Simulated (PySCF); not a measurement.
# Assigning NMR signals

Atoms are numbered as in `[SiH3:1][N:2]([SiH3:3])[CH:4]1[CH2:5][SiH2:6][CH2:7]1`. Hydrogens are named by the atom that carries them. Ha(C5), Ha(Si6), Ha(C7) are cis to N2 on the ring; Hb(C5), Hb(Si6), Hb(C7) are trans to N2 on the ring.

Theoretical values (PySCF 2.14): geometry from GFN2-xTB, PBE0/pcSseg-1 with gauge-including orbitals. One conformer, no relativistic terms, in vacuum, one averaged value for each set of equivalent atoms.

Scale: $^{13}$C (186.93 ppm) and $^{1}$H (31.72 ppm) against TMS (reference shieldings calculated alike).

(1) Assign these signals to the numbered atoms. $^{13}$C{$^{1}$H} NMR (computed): δ 54.8, 23.3.

(2) Assign these signals to the numbered atoms. $^{1}$H NMR (300 MHz, computed): δ 4.72 (s, 6H), 4.63 (m, 1H), 4.41 (m, 1H), 3.54 (m, 1H), 2.26 (m, 2H), 1.49 (m, 2H).

Answers

(1) 
54.8 → C4, sp3 CH bonded to N: pulled downfield by the heteroatom
23.3 → C5/C7, sp3 CH2 bonded to Si

(2) 
| δ (ppm) | atoms | environment | reason |
| --- | --- | --- | --- |
| 4.72 | H(Si1)/H(Si3) | hydrogen on a silicon bonded to N | – |
| 4.63 | Ha(Si6) | hydrogen on a silicon bonded to 2 C, in a 4-membered ring | – |
| 4.41 | Hb(Si6) | hydrogen on a silicon bonded to 2 C, in a 4-membered ring | – |
| 3.54 | H(C4) | hydrogen on an sp3 CH bonded to N | its carbon carries N, hence the downfield position |
| 2.26 | Hb(C5)/Hb(C7) | hydrogen on an sp3 CH2 bonded to Si | – |
| 1.49 | Ha(C5)/Ha(C7) | hydrogen on an sp3 CH2 bonded to Si | – |

H(Si1)/H(Si3) and Ha(Si6) lie closer than the usual error of such a calculation, so a measured spectrum could show them in the other order.

Shifts are as computed. Against solution values, carbons near 30 ppm lie about +3 ppm off and those near 130 ppm about +5 ppm. Of 1211 compounds with measured shifts, 218 miss one by over three times the rms of a fit or turn the order of signals round; such compounds aren't used in these exercises. No couplings were computed; multiplicities are counted from neighbouring protons, with m where these are inequivalent, close in shift, in a saturated or five-membered ring or joined by F or P, and br s for small geminal =CH2 splittings.
